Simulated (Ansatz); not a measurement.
Consider the redistribution: `BC(B)(C)F` + `[CH3][AlH][O][SiH3]` → `B[O][AlH][CH3]` + `BC(C)(F)[SiH3]`.

Program: Ansatz. Geometries: PBE0-D4/def2-TZVP. ΔE: electronic, gas phase. CBS: MP2 limit from def2 TZ/QZ plus the TZ coupled-cluster correction, frozen cores. Functionals use def2-TZVPP. B3LYP here is the variant with VWN-RPA as its local correlation; programs differ in this. One conformer a species, not always the lowest.

`BC(B)(C)F`:

```xyz
12

B    -1.382   -0.303    0.941
C    -0.530   -0.166   -0.298
B     0.351    1.133   -0.150
C     0.920   -0.682   -0.358
F    -1.130   -0.303   -1.538
H    -2.570   -0.207    0.867
H    -0.838   -0.419    1.998
H     0.744    1.499    0.912
H     0.500    1.767   -1.148
H     1.222   -1.228    0.529
H     1.678    0.157   -0.478
H     1.035   -1.249   -1.278
```

`[CH3][AlH][O][SiH3]`:

```xyz
11

C     0.108    2.199    0.177
Al    1.071    0.520    0.341
O     0.280   -0.934    0.013
Si   -0.715   -2.165   -0.336
H    -0.974    2.068    0.259
H     0.306    2.657   -0.799
H     0.427    2.923    0.932
H     2.594    0.411    0.756
H    -0.381   -2.732   -1.670
H    -2.133   -1.709   -0.359
H    -0.584   -3.238    0.687
```

`B[O][AlH][CH3]`:

```xyz
10

B     1.845   -1.548    0.219
O     0.643   -0.979    0.201
Al   -0.885   -0.256    0.179
C    -1.036    1.608   -0.332
H     2.265   -2.087   -0.775
H     2.505   -1.519    1.227
H    -2.091   -1.193    0.587
H    -0.066    2.059   -0.553
H    -1.508    2.194    0.464
H    -1.671    1.720   -1.217
```

`BC(C)(F)[SiH3]`:

Cartesian coordinates in Å:
```
B -0.492 0.849 1.228
C 0.447 0.423 0.124
C 0.292 0.822 -1.326
F 1.806 0.405 0.447
Si -0.174 -1.454 0.303
H -1.660 0.910 0.963
H -0.111 0.972 2.351
H 0.704 1.825 -1.465
H 0.825 0.145 -1.999
H -0.761 0.843 -1.607
H -1.284 -1.693 -0.648
H 1.023 -2.253 -0.050
H -0.615 -1.796 1.681
```

```csv
level,ΔE (kJ/mol),difference from CCSD(T)/CBS
PBE-D4,-29.3,-7.0
r2SCAN-D4,-22.5,-0.2
B3LYP-D4,-31.7,-9.4
ωB97X-V,-22.1,0.2
B2PLYP,-25.5,-3.2
PBE,-28.1,-5.8
PBE0,-21.7,0.6
B3LYP,-29.8,-7.5
HF/def2-TZVPP,-27.8,-5.5
CCSD/def2-TZVPP,-23.1,-0.8
CCSD(T)/def2-TZVPP,-23.7,-1.4
MP2/def2-QZVPP,-15.1,7.2
SCS-MP2/def2-QZVPP,-19.5,2.8
HF/CBS(def2),-26.1,-3.8
MP2/CBS(def2),-15.1,7.2
CCSD/CBS(def2),-21.8,0.5
CCSD(T)/CBS,-22.3,0
```

Largest T1 diagnostic among the species: 0.013.

From PBE to PBE0 (25 % exact exchange), in def2-TZVPP and without D4, ΔE moves by +6.4 kJ/mol. In def2-TZVPP, CCSD(T) changes the Hartree–Fock value by +4.1 kJ/mol (the triples alone add −0.6 kJ/mol) and MP2 by +11.4 kJ/mol.
